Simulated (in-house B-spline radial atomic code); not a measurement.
**P V (P4+): [Ne] 3s1**

Method: non-relativistic BHandHLYP, spin-polarised, spherical fractional occupations, exact exchange averaged over the configuration, point nucleus. Calculated with a B-spline radial code for spherical atoms.

Screening seen three ways: the hydrogenic charge with the same mean radius, Z_r = [3n² - l(l+1)]/(2<r>), the one with the same energy, Z_e = n√(-2ε), and Slater's rules. Values are occupation-weighted means over spin.

```
shell  electrons   ε (eV)  <r> (bohr)    Z_r    Z_e  Slater
   1s          2  -2186.8      0.1039  14.44  12.68   14.70
   2s          2  -245.22      0.5164  11.62   8.49   10.85
   2p          6   -192.6       0.481  10.40   7.52   10.85
   3s          1  -62.228       1.601   8.43   6.42    6.20
```

The least bound orbital is 3s up at -62.23 eV, and it is also the most diffuse (<r> = 1.601 bohr).

The density falls to 0.001 bohr⁻³ at 2.752 bohr; Σ<r²> = 5.3056 bohr² gives, by the non-relativistic formula and without the paramagnetism of open shells, a Langevin diamagnetic susceptibility of -4.202×10⁻⁶ cm³/mol.
